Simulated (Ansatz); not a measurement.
Compare A (`B[Si](C)(C)F`) with its isomer B (`B[SiH](C)CF`).

Gas-phase electronic energies from Ansatz, PBE0-D4/def2-TZVP geometries. CCSD(T)/CBS adds triple-zeta CCSD(T) − MP2 to the extrapolated MP2 energy (def2 sets, frozen cores). Functionals use def2-TZVPP. Each species was taken in one conformer, which may not be the lowest.

A:

```xyz
13

B     0.855    0.769    1.664
Si   -0.014   -0.395    0.275
C    -1.696    0.273   -0.189
C     1.078   -0.548   -1.233
F    -0.243   -1.891    0.842
H     1.095    1.915    1.405
H     1.158    0.391    2.758
H    -2.362    0.326    0.676
H    -2.164   -0.375   -0.935
H    -1.611    1.276   -0.613
H     0.603   -1.193   -1.977
H     1.248    0.431   -1.689
H     2.051   -0.980   -0.985
```

B:

Z-matrix (Å, degrees):
```
Si
C 1 1.873
C 1 1.901 2 109.7
B 1 2.010 2 115.2 3 -126.1
H 1 1.501 2 110.1 3 115.8
H 2 1.093 1 110.3 3 59.9
H 2 1.092 1 110.9 3 179.5
H 2 1.092 1 111.3 3 -59.9
F 3 1.398 1 109.4 2 -64.9
H 3 1.095 1 111.6 2 175.8
H 3 1.095 1 112.2 2 54.5
H 4 1.197 1 122.3 2 -25.5
H 4 1.197 1 120.7 2 157.7
```

Q: Which is lower in electronic energy at CCSD(T)/CBS, and by how much? (Best estimate.)

A: Computed: A, by 257.1 kJ/mol.

Q: Give E(B) − E(A) in kJ/mol with MP2/def2-TZVPP, r2SCAN-D4, CCSD/def2-TZVPP, B2PLYP, HF/def2-TZVPP, CCSD(T)/def2-TZVPP, ωB97M-V. (An estimate is asked.)

A: Ansatz gave: MP2/def2-TZVPP 264.5, r2SCAN-D4 253.0, CCSD/def2-TZVPP 254.0, B2PLYP 253.2, HF/def2-TZVPP 253.8, CCSD(T)/def2-TZVPP 252.8, ωB97M-V 250.9. None reverses the order clearly.

Largest T1 diagnostic: 0.011.

From PBE to PBE0 (25 % exact exchange), in def2-TZVPP and without D4, E(B) − E(A) moves by +7.6 kJ/mol.
